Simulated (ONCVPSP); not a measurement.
Plane-wave convergence, ONCV potential for N (Z = 7)

nitrogen (N), optimised norm-conserving Vanderbilt (ONCV), made with ONCVPSP 4.0.1 (Wu-Cohen, non-relativistic). Core [He], reference 2s2 2p3. Waves: 2s: rc 0.95 bohr, ncon 3, nbas 6, qcut 7.9 1/bohr, 1 projector; 2p: rc 1.60 bohr, ncon 4, nbas 8, qcut 7.3 1/bohr, 2 projectors, debl 3.1 Ha. Local part: polynomial inside 0.85 bohr (lpopt 1, dvloc0 -1 Ha). Core correction: Teter function, fcfact 2.25, rcfact 1.2.

For each optimised wave give the share of its norm inside rc, the residual kinetic energy above qcut (Ha) and the cutoffs (Ha) for errors of 10, 1, 0.1 and 0.01 mHa per electron.

```json
{"wave": "2s", "norm inside rc": "0.289", "residual KE": "2.9e-04", "10 mHa": "18.0", "1 mHa": "26.6", "0.1 mHa": "53.5", "0.01 mHa": "114.8"}
{"wave": "2p", "norm inside rc": "0.648", "residual KE": "3.4e-05", "10 mHa": "16.0", "1 mHa": "20.9", "0.1 mHa": "24.7", "0.01 mHa": "52.2"}
{"wave": "p projector 2", "norm inside rc": "0.171", "residual KE": "5.7e-04", "10 mHa": "20.1", "1 mHa": "25.4", "0.1 mHa": "59.3", "0.01 mHa": "102.1"}
```

The occupied waves need 27 Ha and 54 Ha for 1 and 0.1 mHa. 1 of 4 tests not solved or not reliable.
